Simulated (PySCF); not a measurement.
Question: Give a GFN2-xTB geometry of InChI=1S/C5H7F3O/c1-2-4(3-9)5(6,7)8/h3-4H,2H2,1H3/t4-/m1/s1.

Answer: 
```
atom  x, y, z in Å
C1     2.0538    0.0883    0.1801
C2     0.6496   -0.0536    0.7539
C3    -0.4031   -0.1958   -0.3525
C4    -0.6857    1.1130   -1.0791
O5    -0.1071    2.1374   -0.8865
C6    -1.7150   -0.7259    0.2150
F7    -1.5628   -1.9175    0.8086
F8    -2.6475   -0.8978   -0.7362
F9    -2.2462    0.0929    1.1296
H10    2.3174   -0.7821   -0.4170
H11    2.1249    0.9763   -0.4415
H12    2.7720    0.1782    0.9904
H13    0.6069   -0.9313    1.4022
H14    0.4092    0.8270    1.3520
H15   -0.0777   -0.9267   -1.1039
H16   -1.4961    1.0266   -1.8265
```

Any rigid rotation of these coordinates is as good. Atoms count from 1 in this order. Of the pairs four or more bonds apart, F7···H13 is among the closest relative to their van der Waals radii: 2.46 Å, 92 % of the sum of Bondi's values.

Bonds between heavy atoms (Å): C1–C2 1.524, C2–C3 1.534, C3–C4 1.523, C4=O5 1.192, C3–C6 1.525, C6–F7 1.340, C6–F8 1.343, C6–F9 1.338.

Structure optimised with GFN2-xTB, isolated species.

Point group: C1 (no symmetry element, even within 0.4 Å). No frequency check. The numbers are those of one conformer (C1–C2–C3–C4 -74°, C2–C3–C4–O5 4°).

The numbers are calculated, not measured.
